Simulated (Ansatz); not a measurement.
C3H9NOSn (`CC(C)[O][Sn][NH2]`), relaxed with RKS PBE0-D4/def2-TZVP in Ansatz from a PBE-D4/def2-SVP geometry. The force threshold is 0.005 eV/Å; the program also tests the step.

Total charge 0; spin multiplicity 1. Sn: def2 effective core potential.

Start:

```xyz
15

C    -0.576    1.791   -0.046
C    -0.383    0.429    0.627
C    -1.709   -0.309    0.828
O     0.468   -0.373   -0.175
Sn    2.358   -0.901    0.389
N     2.574   -1.870   -1.398
H    -1.002    1.652   -1.061
H     0.398    2.310   -0.156
H    -1.256    2.445    0.537
H     0.064    0.610    1.641
H    -1.537   -1.283    1.328
H    -2.418    0.282    1.444
H    -2.180   -0.512   -0.156
H     3.390   -2.393   -1.723
H     1.808   -1.879   -2.079
```

(1) How much energy does the relaxation release, and in how many steps? (Best estimate.)

(2) Which bonds change most? (An estimate is asked.)

(3) Give the relaxed structure. (An estimate is asked.)

Results:

(1) Ansatz gave: 9.25 kJ/mol, in 14 steps, 2 of them rejected.

(2) Computed: O4–Sn5 from 2.042 to 1.987 Å; Sn5–N6 from 2.044 to 2.004 Å; C2–H10 from 1.123 to 1.105 Å; C3–H13 from 1.110 to 1.093 Å.

(3) Computed: 
```xyz
15

C    -0.595    1.792   -0.045
C    -0.370    0.441    0.610
C    -1.674   -0.306    0.822
O     0.482   -0.332   -0.201
Sn    2.259   -0.990    0.395
N     2.547   -1.877   -1.378
H    -1.041    1.654   -1.034
H     0.353    2.319   -0.172
H    -1.262    2.417    0.554
H     0.087    0.616    1.601
H    -1.491   -1.266    1.310
H    -2.365    0.271    1.442
H    -2.150   -0.502   -0.142
H     3.360   -2.405   -1.649
H     1.857   -1.830   -2.113
```
